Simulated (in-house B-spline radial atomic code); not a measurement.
Checks on a self-consistent run for the lanthanum ion La⁶⁺, [Kr] 4d10 5s2 (5p1/2)2 (5p3/2)1. Level of theory: Dirac-Hartree-Fock, average of the jj configuration, Fermi nucleus of rms radius 4.855 fm; calculated with a B-spline radial code for spherical atoms.

```json
{"orbital": "1s1/2", "q": "2", "ε (Eh)": "-1441.49014", "<1/r>": "62.0126", "<r²>": "0.000853477", "small-component weight": "0.044433"}
{"orbital": "2s1/2", "q": "2", "ε (Eh)": "-235.54785", "<1/r>": "14.6106", "<r²>": "0.013534", "small-component weight": "0.0096459"}
{"orbital": "2p1/2", "q": "2", "ε (Eh)": "-221.70648", "<1/r>": "14.5527", "<r²>": "0.00998229", "small-component weight": "0.0096385"}
{"orbital": "2p3/2", "q": "4", "ε (Eh)": "-206.46424", "<1/r>": "13.2411", "<r²>": "0.011242", "small-component weight": "0.0090819"}
{"orbital": "3s1/2", "q": "2", "ε (Eh)": "-54.07305", "<1/r>": "5.28019", "<r²>": "0.0919788", "small-component weight": "0.0029572"}
{"orbital": "3p1/2", "q": "2", "ε (Eh)": "-48.20839", "<1/r>": "5.18205", "<r²>": "0.0871019", "small-component weight": "0.0028875"}
{"orbital": "3p3/2", "q": "4", "ε (Eh)": "-45.15549", "<1/r>": "4.85811", "<r²>": "0.0945674", "small-component weight": "0.002738"}
{"orbital": "3d3/2", "q": "4", "ε (Eh)": "-35.01145", "<1/r>": "4.70862", "<r²>": "0.0778238", "small-component weight": "0.0026022"}
{"orbital": "3d5/2", "q": "6", "ε (Eh)": "-34.36716", "<1/r>": "4.62615", "<r²>": "0.0799406", "small-component weight": "0.002558"}
{"orbital": "4s1/2", "q": "2", "ε (Eh)": "-13.63192", "<1/r>": "2.161", "<r²>": "0.479751", "small-component weight": "0.00088204"}
{"orbital": "4p1/2", "q": "2", "ε (Eh)": "-11.39082", "<1/r>": "2.05816", "<r²>": "0.514", "small-component weight": "0.00081942"}
{"orbital": "4p3/2", "q": "4", "ε (Eh)": "-10.71482", "<1/r>": "1.95426", "<r²>": "0.555282", "small-component weight": "0.00077227"}
{"orbital": "4d3/2", "q": "4", "ε (Eh)": "-6.96036", "<1/r>": "1.73874", "<r²>": "0.662503", "small-component weight": "0.00063439"}
{"orbital": "4d5/2", "q": "6", "ε (Eh)": "-6.83713", "<1/r>": "1.715", "<r²>": "0.67575", "small-component weight": "0.00062299"}
{"orbital": "5s1/2", "q": "2", "ε (Eh)": "-3.99842", "<1/r>": "0.891345", "<r²>": "2.44489", "small-component weight": "0.0002169"}
{"orbital": "5p1/2", "q": "2", "ε (Eh)": "-3.33410", "<1/r>": "0.816193", "<r²>": "2.87046", "small-component weight": "0.0001877"}
{"orbital": "5p3/2", "q": "1", "ε (Eh)": "-3.24060", "<1/r>": "0.788571", "<r²>": "3.04515", "small-component weight": "0.00018039"}
```

Electron-electron repulsion V_ee = 2951.1958 hartree.

Question: What total energy follows from the eigenvalues?

Answer: The eigenvalues count the repulsion twice, so E = Σqε - V_ee = -5534.454 - 2951.196 = -8485.650 hartree; the run printed -8485.650.

Question: Does the Dirac virial theorem hold?

Answer: For a point nucleus E = -2c²Σq·w, with w the small-component weight. Here Σq·w = 0.22592 and c = 137.0360, so the ratio E/(-2c²Σq·w) is 1.000080; the finite nucleus accounts for the departure from 1.

Question: What diamagnetic shielding (Lamb formula) and susceptibility (Langevin formula) do the radii give?

Answer: σ = (α²/3)Σq<1/r> = 359.969/(3·137.036²) = 6389.6 ppm, and χ = -0.79199×10⁻⁶·Σq<r²> = -20.76×10⁻⁶ cm³/mol with Σq<r²> = 26.21 bohr². Both are non-relativistic formulas without the paramagnetism of open shells; for so heavy an element the full relativistic shielding is larger by tens of per cent.
